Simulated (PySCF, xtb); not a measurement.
hydrogen sulfate (HO4S), SMILES O=S(=O)([O-])O, charge -1.

xtb with GFN2-xTB at its own geometry gives an orbital gap of 8.57 eV.

Geometry: B3LYP-D3(BJ)/def2-SVPD. The values are those of a single conformer.

Problem. What does PBE/def2-SVPD (PySCF) give? (An estimate is asked for; the answer gives what the named calculation found.)

Solution. gap 4.52 eV (levels -1.09 and 3.43 eV).
